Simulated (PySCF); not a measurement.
Coordinates in bohr (charge 0 multiplicity 1):
```
Mg    0.0000    0.0000    0.0000
I     0.0000    0.0000    4.8101
I     0.0000    0.0000   -4.8101
```

Computed with PBE/[Mg def2-TZVP, I def2-TZVP with ECP28], scalar-relativistic core potentials, density fitting, no spin–orbit coupling, PySCF.

This geometry of MgI2 is a stationary point at this level.

Task: What is the point group?

Result: D∞h.

Task: Is it a minimum?

Result: Yes: all harmonic wavenumbers are real.

Task: What are the dipole moment and the gap between the highest occupied and lowest empty levels?

Result: 0.00 D and 3.98 eV.

Task: Give the ideal-gas entropy at 298.15 K and 1 bar by parts.

Result: translation 179.0, rotation 85.0, vibration 46.5, spin 0.0; total 310.5 J/(mol K).
